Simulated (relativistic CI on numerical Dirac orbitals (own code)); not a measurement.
# Spin-allowed bands of a d3 ion in a tetrahedral site, by hand

Problem. Take Δ = 5700 cm⁻¹ and B = 650 cm⁻¹ for a d3 ion in a tetrahedral site. Calculate the three spin-allowed bands.

Working.
1. The terms of highest spin are 4F (energy 0) and 4P (15B = 9750 cm⁻¹). Here the F term splits into A2 at +1.2Δ = 6840, T2 at +0.2Δ = 1140 and T1 at −0.6Δ = -3420 cm⁻¹.
2. The two T1 states mix through the element 0.4Δ: H = [[-3420, 2280], [2280, 9750]], with roots ½(H₁₁ + H₂₂) ∓ ½√[(H₂₂ − H₁₁)² + 4H₁₂²] = ½(6330) ∓ ½(13937) = -3804 and 10134 cm⁻¹.
3. The ground term is 4T1 at -3804 cm⁻¹.
4. Bands: 4T2 4944 cm⁻¹ (2023 nm), 4A2 10644 cm⁻¹ (940 nm), 4T1(P) 13937 cm⁻¹ (718 nm).

Check. Exact diagonalisation of the whole d3 shell with these parameters gives 4T2 4944, 4A2 10644, 4T1 13937 cm⁻¹. The match is exact, since without spin-orbit coupling no other term has this spin. The ratio of the second band to the first, 2.153, depends on Δ/B = 8.8 alone, which is how a Tanabe-Sugano diagram is read.
